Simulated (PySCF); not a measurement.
Question: What does the PBE0-D3(BJ)/def2-SVP structure of [SbCl6]-, `[Cl][Sb-]([Cl])([Cl])([Cl])([Cl])[Cl]` look like in three dimensions? (Charge -1.)

Answer: 
```xyz
7
SbCl6 angstrom
Sb     0.0131   -0.0150   -0.0100
Cl    -0.0027   -0.0259    2.3897
Cl     0.0241   -0.0016   -2.4098
Cl     2.4124    0.0096    0.0071
Cl    -2.3867   -0.0394   -0.0320
Cl    -0.0096    2.3849    0.0049
Cl     0.0413   -2.4146   -0.0183
```

Any rigid rotation of these coordinates is as good. Atoms count from 1 in this order. All 6 Cl–Sb bonds measure 2.399 to 2.400 Å. Sb1 (antimony bonded to 6 Cl) is octahedral (the three widest angles are 179.9°, 179.9° and 179.8°, the others run from 89.7° to 90.1°).

Bonds between heavy atoms (Å): Sb1–Cl2 2.400, Sb1–Cl3 2.400, Sb1–Cl4 2.399, Sb1–Cl5 2.400, Sb1–Cl6 2.400, Sb1–Cl7 2.400.

Level of theory: PySCF, PBE0-D3(BJ)/def2-SVP geometry optimisation, gas phase, def2 core potentials past Kr.

Point group: Oh (tolerance 0.08 Å). Not checked by PBE0-D3(BJ)/def2-SVP frequencies. The geometry's basis has no diffuse functions, a weakness for an anion.

The run took 85 s wall on Arm Neoverse V1, one thread, shared host with 64 logical CPUs at a one-minute load of 50, and the process peaked at 0.59 GiB of memory. These figures are those of the optimisation.
